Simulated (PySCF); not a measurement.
Molecule: `Fc1ccc(F)cc1`, C₆H₄F₂.

Atoms are numbered as in `[F:1][c:2]1[cH:3][cH:4][c:5]([F:6])[cH:7][cH:8]1`; H(Xn) means a hydrogen on atom n.

Geometry PBE0-D3(BJ)/def2-SVP throughout; GIAO in PySCF 2.14.0 with density-fitted response routines, gas phase, one conformer, non-relativistic; equivalent atoms averaged; basis pcSseg-1.

Task: How do the shifts δ (against CFCl3, TMS at the same level) depend on the functional? (ppm; last column core-seconds on shared hosts with different chips, so compare them loosely)

Result: 
```
functional                    kind   F1/F6  C2/C5  C3/C4/C7/C8  H(C3)/H(C4)/H(C7)/H(C8)  core-s
        HF            Hartree–Fock  -102.3  164.1        124.3                     7.42       7
      BP86                     GGA  -130.2  165.3        119.0                     6.90      25
      OPBE                     GGA  -119.7  156.9        114.1                     6.98      16
      PBE0           global hybrid  -118.5  165.8        121.8                     7.12      12
      WP04           global hybrid  -119.6  167.7        122.4                     6.88      18
 CAM-B3LYP  range-separated hybrid  -114.6  170.4        125.3                     7.12      22
   wB97X-D  range-separated hybrid  -116.5  167.1        123.2                     7.15      21
   LC-wPBE  range-separated hybrid  -102.9  170.8        127.7                     7.28      19
```

Task: Which nucleus moves most, in ppm?

Result: F1/F6 (aryl fluorine): from -130.2 ppm with BP86 to -102.3 ppm with HF. The smallest spread is 0.55 ppm, at H(C3)/H(C4)/H(C7)/H(C8). Proton shifts span only some 12 ppm, so a few tenths of a ppm matter as much there as several ppm in carbon.
